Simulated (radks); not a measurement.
Polarisability of the selenium ion Se6+, [Ar] 3d10, at imaginary frequency. Method: non-relativistic Kohn-Sham, LB94 model potential, spin-polarised, spherical densities, point nucleus; computed with a radial shooting solver on a logarithmic mesh with Libxc functionals. Response by self-consistent Sternheimer equations with the Hartree and adiabatic LDA kernel.

w (hartree),alpha1(iw) (bohr^3),alpha2(iw) (bohr^5)
0.00266,0.3798,0.3540
0.0143,0.3798,0.3540
0.0360,0.3798,0.3539
0.0697,0.3797,0.3538
0.118,0.3795,0.3535
0.186,0.3790,0.3528
0.280,0.3781,0.3512
0.413,0.3760,0.3481
0.605,0.3719,0.3417
0.892,0.3632,0.3293
1.35,0.3453,0.3058
2.12,0.3091,0.2652
3.59,0.2425,0.2035
6.94,0.1424,0.1209
17.5,0.04366,0.03711

Static values: alpha1 = 0.3798 bohr^3 (0.05628 angstrom^3; uncoupled 0.4468), alpha2 = 0.3540 bohr^5, alpha3 = 0.4866 bohr^7. C6 = 0.5594, C8 = 2.435, triple-dipole C9 = 0.1492 atomic units. One-pole (London) frequency 4 C6 / (3 alpha1^2) = 5.170 hartree, against 5.702 for minus the highest occupied eigenvalue.
